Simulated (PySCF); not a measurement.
O3S, charge +1, doublet, at a GFN2-xTB geometry (a state made from the parent by changing its charge; the spin is typed, not shown lowest); CASSCF(5,4)/def2-SVP (PySCF).

Input for PySCF:
```python
from pyscf import gto, scf, mcscf
import numpy

mol = gto.Mole()
mol.atom = '''
    O    -0.659942   -1.258830   -0.026637
    S     0.000000   -0.000000    0.000000
    O    -0.759750    1.201380   -0.018741
    O     1.419692    0.057450    0.045378
'''
mol.basis = 'def2-svp'
mol.charge = 1
mol.spin = 1
mol.verbose = 4
mol.build()

mf = scf.ROHF(mol)
mf.kernel()
mc = mcscf.CASSCF(mf, 4, 5)
mc.fix_spin_(ss=0.75)
mc.kernel()
occ = numpy.linalg.eigvalsh(mc.fcisolver.make_rdm1(mc.ci, mc.ncas, mc.nelecas))[::-1]
ss = mc.fcisolver.spin_square(mc.ci, mc.ncas, mc.nelecas)[0]
print('natural occupations', occ.round(4), ' <S^2>', round(ss, 4))
```

Problem. What does PySCF print? Leave out banner, timings and long lists.

Solution. 
```
PySCF version 2.14.0

[INPUT] verbose = 4
[INPUT] num. atoms = 4
[INPUT] num. electrons = 39
[INPUT] charge = 1
[INPUT] spin (= nelec alpha-beta = 2S) = 1
[INPUT] symmetry False subgroup None
[INPUT] Mole.unit = angstrom
[INPUT] Symbol           X                Y                Z      unit          X                Y                Z       unit  Magmom
[...]
nuclear repulsion = 184.2065055105
number of shells = 26
number of NR pGTOs = 108
number of NR cGTOs = 60
basis = def2-svp
ecp = {}

******** <class 'pyscf.scf.rohf.ROHF'> ********
method = ROHF
initial guess = minao
damping factor = 0
level_shift factor = 0
DIIS = <class 'pyscf.scf.diis.CDIIS'>
diis_start_cycle = 1
diis_space = 8
diis_damp = 0
SCF conv_tol = 1e-09
SCF conv_tol_grad = None
SCF max_cycles = 50
direct_scf = True
direct_scf_tol = 1e-13
num. doubly occ = 19  num. singly occ = 1
Set gradient conv threshold to 3.16228e-05
init E= -623.045616270763
[...]
cycle= 1 E= -620.983671421827  delta_E= 2.06  |g|= 0.924  |ddm|= 1.99
[...]
cycle= 2 E= -621.112739618774  delta_E= -0.129  |g|= 0.532  |ddm|= 0.887
[...]
cycle= 3 E= -621.167755991663  delta_E= -0.055  |g|= 0.0874  |ddm|= 0.347
[...]
cycle= 4 E= -621.169152428224  delta_E= -0.0014  |g|= 0.014  |ddm|= 0.0428
[...]
cycle= 5 E= -621.16923984537  delta_E= -8.74e-05  |g|= 0.00254  |ddm|= 0.0159
[...]
cycle= 6 E= -621.169243520798  delta_E= -3.68e-06  |g|= 0.000471  |ddm|= 0.00349
[...]
cycle= 7 E= -621.169243681191  delta_E= -1.6e-07  |g|= 0.000102  |ddm|= 0.000696
[...]
cycle= 8 E= -621.169243688364  delta_E= -7.17e-09  |g|= 1.27e-05  |ddm|= 0.000152
[...]
cycle= 9 E= -621.169243688458  delta_E= -9.35e-11  |g|= 1.82e-06  |ddm|= 1.71e-05
[...]
Extra cycle  E= -621.169243688461  delta_E= -3.41e-12  |g|= 2.23e-06  |ddm|= 2.66e-06
converged SCF energy = -621.169243688461

******** <class 'pyscf.mcscf.mc1step.CASSCF'> ********
CAS (3e+2e, 4o), ncore = 17, nvir = 39
max_cycle_macro = 50
max_cycle_micro = 4
conv_tol = 1e-07
conv_tol_grad = None
orbital rotation max_stepsize = 0.02
orbital rotation threshold for CI restart = 0.01
augmented hessian ah_max_cycle = 30
augmented hessian ah_conv_tol = 1e-12
augmented hessian ah_linear dependence = 1e-14
augmented hessian ah_level shift = 1e-08
augmented hessian ah_start_tol = 2.5
augmented hessian ah_start_cycle = 3
augmented hessian ah_grad_trust_region = 3
kf_trust_region = 3
kf_interval = 4
ci_response_space = 4
ci_grad_trust_region = 3
with_dep4 0
natorb = False
canonicalization = True
sorting_mo_energy = False
ao2mo_level = 2
internal_rotation = False
******** <class 'pyscf.fci.addons.SpinPenaltyFCISolver'> ********
max. cycles = 50
conv_tol = 1e-08
davidson only = True
linear dependence = 1e-12
level shift = 0.001
max iter space = 12
nroots = 1
pspace_size = 400
spin = None
CASCI E = -621.169344815810  S^2 = 0.7500000
Set conv_tol_grad to 0.000316228
macro iter   1 (  7 JK    2 micro), CASSCF E = -621.169378748482  dE = -3.39326721e-05  S^2 = 0.7500000
               |grad[o]|=0.00025  |grad[c]|=0.00667  |ddm|=9.53e-05  |maxRot[o]|=0.0671
macro iter   2 (  7 JK    2 micro), CASSCF E = -621.169433317257  dE = -5.45687745e-05  S^2 = 0.7500000
               |grad[o]|=0.000315  |grad[c]|=0.00665  |ddm|=0.00136  |maxRot[o]|=0.0632
macro iter   3 (  7 JK    2 micro), CASSCF E = -621.169522301839  dE = -8.89845820e-05  S^2 = 0.7500000
               |grad[o]|=0.000406  |grad[c]|=0.0103  |ddm|=0.00709  |maxRot[o]|=0.0696
macro iter   4 (  7 JK    2 micro), CASSCF E = -621.169598466369  dE = -7.61645305e-05  S^2 = 0.7500000
               |grad[o]|=0.000558  |grad[c]|=0.00485  |ddm|=0.00392  |maxRot[o]|=0.0559
macro iter   5 (  7 JK    2 micro), CASSCF E = -621.169704742879  dE = -1.06276509e-04  S^2 = 0.7500000
               |grad[o]|=0.000631  |grad[c]|=0.00835  |ddm|=0.00186  |maxRot[o]|=0.0699
macro iter   6 (  7 JK    2 micro), CASSCF E = -621.169791649659  dE = -8.69067804e-05  S^2 = 0.7500000
               |grad[o]|=0.000687  |grad[c]|=0.0048  |ddm|=0.00156  |maxRot[o]|=0.0549
macro iter   7 (  7 JK    2 micro), CASSCF E = -621.169885420861  dE = -9.37712014e-05  S^2 = 0.7500000
               |grad[o]|=0.000726  |grad[c]|=0.00522  |ddm|=0.000901  |maxRot[o]|=0.0565
macro iter   8 (  7 JK    2 micro), CASSCF E = -621.170007550029  dE = -1.22129169e-04  S^2 = 0.7500000
               |grad[o]|=0.000784  |grad[c]|=0.00816  |ddm|=0.00328  |maxRot[o]|=0.0699
macro iter   9 (  7 JK    2 micro), CASSCF E = -621.170124336893  dE = -1.16786863e-04  S^2 = 0.7500000
               |grad[o]|=0.000822  |grad[c]|=0.00753  |ddm|=0.00634  |maxRot[o]|=0.0693
macro iter  10 (  7 JK    2 micro), CASSCF E = -621.170231545045  dE = -1.07208152e-04  S^2 = 0.7500000
               |grad[o]|=0.00079  |grad[c]|=0.0071  |ddm|=0.00392  |maxRot[o]|=0.0698
macro iter  11 (  7 JK    2 micro), CASSCF E = -621.170320998439  dE = -8.94533944e-05  S^2 = 0.7500000
               |grad[o]|=0.00074  |grad[c]|=0.00565  |ddm|=0.00671  |maxRot[o]|=0.0685
macro iter  12 (  7 JK    2 micro), CASSCF E = -621.170403234228  dE = -8.22357894e-05  S^2 = 0.7500000
               |grad[o]|=0.00143  |grad[c]|=0.00644  |ddm|=0.000969  |maxRot[o]|=0.0699
macro iter  13 ( 21 JK    4 micro), CASSCF E = -621.170808122831  dE = -4.04888602e-04  S^2 = 0.7500000
               |grad[o]|=0.00162  |grad[c]|=0.0219  |ddm|=0.0162  |maxRot[o]|=0.176
macro iter  14 (  7 JK    2 micro), CASSCF E = -621.171573881162  dE = -7.65758332e-04  S^2 = 0.7500000
               |grad[o]|=0.00539  |grad[c]|=0.00903  |ddm|=0.0148  |maxRot[o]|=0.0612
macro iter  15 ( 21 JK    4 micro), CASSCF E = -621.182336484362  dE = -1.07626032e-02  S^2 = 0.7500000
               |grad[o]|=0.0106  |grad[c]|=0.0534  |ddm|=0.199  |maxRot[o]|=0.207
macro iter  16 ( 21 JK    4 micro), CASSCF E = -621.202188992107  dE = -1.98525077e-02  S^2 = 0.7500000
               |grad[o]|=0.0786  |grad[c]|=0.0359  |ddm|=0.265  |maxRot[o]|=0.267
[...]
               |grad[o]|=0.00478  |grad[c]|=0.00853  |ddm|=0.00237  |maxRot[o]|= 0.11
macro iter  22 ( 21 JK    4 micro), CASSCF E = -621.217593276816  dE = -3.09579511e-04  S^2 = 0.7500000
               |grad[o]|=0.0034  |grad[c]|=0.00873  |ddm|=0.00413  |maxRot[o]|=0.0952
macro iter  23 ( 21 JK    4 micro), CASSCF E = -621.218036943367  dE = -4.43666551e-04  S^2 = 0.7500000
               |grad[o]|=0.00336  |grad[c]|=0.0147  |ddm|=0.00997  |maxRot[o]|=0.147
macro iter  24 ( 21 JK    4 micro), CASSCF E = -621.218229125142  dE = -1.92181775e-04  S^2 = 0.7500000
               |grad[o]|=0.00422  |grad[c]|=0.00295  |ddm|=0.00868  |maxRot[o]|=0.0391
macro iter  25 ( 21 JK    4 micro), CASSCF E = -621.218729185335  dE = -5.00060193e-04  S^2 = 0.7500000
               |grad[o]|=0.00468  |grad[c]|=0.00269  |ddm|=0.00471  |maxRot[o]|=0.0736
macro iter  26 ( 21 JK    4 micro), CASSCF E = -621.218869792252  dE = -1.40606917e-04  S^2 = 0.7500000
               |grad[o]|=0.00467  |grad[c]|=0.0131  |ddm|=0.00363  |maxRot[o]|=0.0501
macro iter  27 ( 21 JK    4 micro), CASSCF E = -621.219054758673  dE = -1.84966421e-04  S^2 = 0.7500000
               |grad[o]|=0.0044  |grad[c]|=0.0144  |ddm|=0.00318  |maxRot[o]|=0.0798
macro iter  28 ( 21 JK    4 micro), CASSCF E = -621.219332554887  dE = -2.77796213e-04  S^2 = 0.7500000
               |grad[o]|=0.00496  |grad[c]|=0.0214  |ddm|=0.00743  |maxRot[o]|=0.196
macro iter  29 ( 21 JK    4 micro), CASSCF E = -621.219667504310  dE = -3.34949424e-04  S^2 = 0.7500000
               |grad[o]|=0.00844  |grad[c]|=0.0217  |ddm|=0.00472  |maxRot[o]|=0.0882
macro iter  30 ( 21 JK    4 micro), CASSCF E = -621.219745202710  dE = -7.76983997e-05  S^2 = 0.7500000
               |grad[o]|=0.00763  |grad[c]|=0.0109  |ddm|=0.0026  |maxRot[o]|=0.0242
macro iter  31 (  7 JK    2 micro), CASSCF E = -621.220171579637  dE = -4.26376927e-04  S^2 = 0.7500000
               |grad[o]|=0.0044  |grad[c]|=0.00993  |ddm|=0.00559  |maxRot[o]|=0.0687
macro iter  32 (  7 JK    2 micro), CASSCF E = -621.220438556714  dE = -2.66977077e-04  S^2 = 0.7500000
               |grad[o]|=0.00333  |grad[c]|=0.0121  |ddm|=0.00572  |maxRot[o]|=0.0697
macro iter  33 ( 21 JK    4 micro), CASSCF E = -621.220377003367  dE =  6.15533476e-05  S^2 = 0.7500000
               |grad[o]|=0.00254  |grad[c]|=0.0117  |ddm|=0.0011  |maxRot[o]|=0.0982
macro iter  34 ( 21 JK    4 micro), CASSCF E = -621.220427978692  dE = -5.09753252e-05  S^2 = 0.7500000
               |grad[o]|=0.00455  |grad[c]|=0.00404  |ddm|=0.00448  |maxRot[o]|=0.0833
macro iter  35 ( 21 JK    4 micro), CASSCF E = -621.220496472710  dE = -6.84940179e-05  S^2 = 0.7500000
               |grad[o]|=0.00272  |grad[c]|=0.00338  |ddm|=0.00279  |maxRot[o]|=0.0237
macro iter  36 ( 21 JK    4 micro), CASSCF E = -621.220440030748  dE =  5.64419612e-05  S^2 = 0.7500000
               |grad[o]|=0.00194  |grad[c]|=0.0027  |ddm|=0.0023  |maxRot[o]|=0.0319
macro iter  37 ( 21 JK    4 micro), CASSCF E = -621.220508252581  dE = -6.82218326e-05  S^2 = 0.7500000
               |grad[o]|=0.00147  |grad[c]|=0.00226  |ddm|=0.000965  |maxRot[o]|=0.0274
macro iter  38 (  7 JK    2 micro), CASSCF E = -621.220557893251  dE = -4.96406695e-05  S^2 = 0.7500000
               |grad[o]|=0.00111  |grad[c]|=0.00162  |ddm|=0.00125  |maxRot[o]|=0.0309
macro iter  39 ( 17 JK    4 micro), CASSCF E = -621.220414621286  dE =  1.43271965e-04  S^2 = 0.7500000
               |grad[o]|=0.000985  |grad[c]|=0.00645  |ddm|=0.00255  |maxRot[o]|=0.0808
macro iter  40 ( 21 JK    4 micro), CASSCF E = -621.220474790748  dE = -6.01694620e-05  S^2 = 0.7500000
               |grad[o]|=0.00174  |grad[c]|=0.00113  |ddm|=0.000827  |maxRot[o]|=0.0303
macro iter  41 ( 21 JK    4 micro), CASSCF E = -621.220472803349  dE =  1.98739929e-06  S^2 = 0.7500000
               |grad[o]|=0.00142  |grad[c]|=0.00172  |ddm|=0.00176  |maxRot[o]|=0.0126
macro iter  42 ( 22 JK    4 micro), CASSCF E = -621.220521300013  dE = -4.84966644e-05  S^2 = 0.7500000
               |grad[o]|=0.00116  |grad[c]|=0.000401  |ddm|=0.00143  |maxRot[o]|=0.0245
macro iter  43 ( 21 JK    4 micro), CASSCF E = -621.220518957322  dE =  2.34269135e-06  S^2 = 0.7500000
               |grad[o]|=0.000885  |grad[c]|=0.000888  |ddm|=0.00157  |maxRot[o]|=0.0109
macro iter  44 ( 25 JK    4 micro), CASSCF E = -621.220557987067  dE = -3.90297452e-05  S^2 = 0.7500000
               |grad[o]|=0.000854  |grad[c]|=0.000393  |ddm|=0.000586  |maxRot[o]|=0.0221
macro iter  45 (  7 JK    2 micro), CASSCF E = -621.220577841735  dE = -1.98546684e-05  S^2 = 0.7500000
               |grad[o]|=0.000565  |grad[c]|=0.000589  |ddm|=0.000307  |maxRot[o]|=0.0233
macro iter  46 ( 17 JK    4 micro), CASSCF E = -621.220473994570  dE =  1.03847165e-04  S^2 = 0.7500000
               |grad[o]|=0.000467  |grad[c]|=0.00359  |ddm|=0.00326  |maxRot[o]|=0.0699
macro iter  47 ( 21 JK    4 micro), CASSCF E = -621.220520998586  dE = -4.70040163e-05  S^2 = 0.7500000
               |grad[o]|=0.00137  |grad[c]|=0.000503  |ddm|=0.0013  |maxRot[o]|=0.0277
macro iter  48 (  7 JK    2 micro), CASSCF E = -621.220567525750  dE = -4.65271637e-05  S^2 = 0.7500000
               |grad[o]|=0.000971  |grad[c]|=0.000809  |ddm|=0.000601  |maxRot[o]|=0.0291
macro iter  49 (  7 JK    2 micro), CASSCF E = -621.220582939305  dE = -1.54135545e-05  S^2 = 0.7500000
               |grad[o]|=0.000479  |grad[c]|=0.000886  |ddm|=0.000699  |maxRot[o]|=0.0286
macro iter  50 ( 20 JK    3 micro), CASSCF E = -621.220583517326  dE = -5.78021059e-07  S^2 = 0.7500000
               |grad[o]|=0.000324  |grad[c]|=0.000156  |ddm|=0.000661  |maxRot[o]|=0.00365
1-step CASSCF not converged,  50 macro (779 JK 161 micro) steps
CASSCF canonicalization
Density matrix diagonal elements [1.91691378 1.96309263 1.0946327  0.0253609 ]
CASSCF energy = -621.220583517326
CASCI E = -621.220583517326  E(CI) = -9.26703298458301  S^2 = 0.7500000
natural occupations [1.9943 1.9754 1.0057 0.0246]  <S^2> 0.75
```

Convergence was not reached.
